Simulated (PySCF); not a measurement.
C5H3Br.

```xyz
9

C      2.6672     1.2521     0.0000
C      1.4923     0.9506     0.0000
C      0.1249     0.5780     0.0000
Br    -0.2331    -1.3005     0.0000
C     -0.8849     1.4202     0.0000
C     -1.8847     2.2576     0.0000
H      3.7070     1.5229     0.0000
H     -2.3195     2.6225     0.9377
H     -2.3195     2.6225    -0.9377
```
Charge 0, spin multiplicity 1.

The structure is a stationary point at PBE0-D3(BJ)/def2-SVP. The structure was generated by enumeration, and PubChem lists no compound with its InChIKey, so it may never have been made.

Computed with PBE0/pcSseg-1 (PySCF). Non-relativistic, no solvent.

Question: Give the absolute GIAO shielding of each atom: isotropic value and principal components (ppm). (An estimate is asked for; the answer gives what the named calculation found.)

Answer: 
| atom | σ(iso) | σ11 | σ22 | σ33 | span |
|---|---|---|---|---|---|
| C1 | 87.6 | 37.9 | 39.4 | 185.6 | 147.8 |
| C2 | 106.7 | 5.5 | 10.7 | 304.0 | 298.5 |
| C3 | 90.4 | 29.0 | 103.6 | 138.7 | 109.6 |
| Br4 | 1903.2 | 1255.5 | 1621.0 | 2833.0 | 1577.5 |
| C5 | -47.0 | -60.0 | -58.1 | -22.8 | 37.2 |
| C6 | 97.0 | 11.7 | 114.1 | 165.2 | 153.5 |
| H7 | 27.6 | 24.0 | 24.2 | 34.8 | 10.8 |
| H8 | 25.7 | 23.7 | 24.2 | 29.2 | 5.5 |
| H9 | 25.7 | 23.7 | 24.2 | 29.2 | 5.5 |
